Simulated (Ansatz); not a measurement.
`C[N](C)[Y]([F])[N](C)C` + H₂O → `C[N](C)[Y]([OH])[N](C)C` + H–F  (formal hydrolysis of a Y–F bond)

Computed with Ansatz on PBE0-D4/def2-TZVP structures; ΔE is electronic, products minus reactants. CBS: MP2 limit from def2 TZ/QZ plus the TZ coupled-cluster correction, frozen cores. This one scheme is used for every species. Functionals use def2-TZVPP. def2 core potentials past Kr. For Y outer-core shells are correlated without core-valence functions, which leaves a few kJ/mol of doubt a bond. One conformer a species, not always the lowest.

Task: Is it downhill or uphill in electronic energy at CCSD(T)/CBS, and by how much? (Estimate.)

Result: Ansatz gave: Uphill: ΔE = +14.1 kcal/mol.

Task: What do these levels give: r2SCAN-D4, CAM-B3LYP-D4, ωB97M-V, RPA@PBE/def2-TZVPP, HF/def2-SVP, HF/def2-TZVPP? (An estimate is asked.)

Result: Computed: r2SCAN-D4 16.0, CAM-B3LYP-D4 15.3, ωB97M-V 14.9, RPA@PBE/def2-TZVPP 13.1, HF/def2-SVP 16.4, HF/def2-TZVPP 15.4 kcal/mol.

Largest T1 diagnostic among the species: 0.013.

In def2-TZVPP, CCSD(T) changes the Hartree–Fock value by −2.2 kcal/mol (the triples alone add −0.2 kcal/mol) and MP2 by −2.8 kcal/mol. From BLYP to BHLYP (50 % exact exchange), in def2-TZVPP and without D4, ΔE moves by −1.1 kcal/mol.
